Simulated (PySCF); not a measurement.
Compound: C₆H₇NO.
Atom-mapped SMILES: `[NH2:1][C:2](=[O:3])[C:4]1=[CH:5][CH2:6][CH:7]=[CH:8]1` (hydrogens: H9, H10 on N1; H11 on C5; H12, H13 on C6; H14 on C7; H15 on C8)

Cartesian coordinates in Å at the GFN2-xTB level; atoms count from 1:
```xyz
15
C6H7NO angstrom
N      2.598    0.354   -0.383
C      1.690   -0.650   -0.487
O      2.031   -1.794   -0.713
C      0.276   -0.255   -0.311
C     -0.747   -1.132   -0.252
C     -2.030   -0.401   -0.071
C     -1.591    1.024   -0.035
C     -0.262    1.092   -0.175
H      2.341    1.294   -0.145
H      3.573    0.126   -0.472
H     -0.666   -2.200   -0.322
H     -2.541   -0.699    0.846
H     -2.721   -0.593   -0.895
H     -2.275    1.844    0.085
H      0.320    1.997   -0.198
```

Computed geometry: GFN2-xTB, gas phase.

Take the most abundant isotopes and a rigid rotor. The values belong to one conformer with, in the numbering `[NH2:1][C:2](=[O:3])[C:4]1=[CH:5][CH2:6][CH:7]=[CH:8]1`, H–N1–C2–O3 -176° and -2°, N1–C2–C4–C5 -173°.

Problem. What are A, B and C (MHz)?

Solution. Ia = 103.06, Ib = 327.70, Ic = 426.93 u·Å²; 505379 MHz·u·Å²/I gives A = 4904, B = 1542, C = 1184 MHz.

Problem. What kind of rotor is it?

Solution. An asymmetric top: κ = (2 × 1542 − 4904 − 1184)/(4904 − 1184) = -0.81.

Problem. What does the inertial defect say?

Solution. Not planar: Δ = Ic − Ia − Ib = -3.83 u·Å². For a rigid frame Δ = −2 Σ m c², so Σ m c² = 1.91 u·Å² lies off the ab plane: 1.63 from hydrogen and 0.28 from heavier atoms. The atom farthest from that plane is 0.93 Å away.

Problem. Give the other two planar moments, Paa and Pbb, and the rms extents of the mass along the axes.

Solution. Paa = Σ m a² = (Ib + Ic − Ia)/2 = 325.78 and Pbb = Σ m b² = (Ia + Ic − Ib)/2 = 101.14 u·Å². With the mass M = 109.05 u, the rms extents √(P/M) along a, b and c are 1.73, 0.96, 0.13 Å.

GFN2-xTB frequencies: not computed here. Constants of a rigid frame at the computed geometry: no zero-point averaging, no centrifugal distortion.
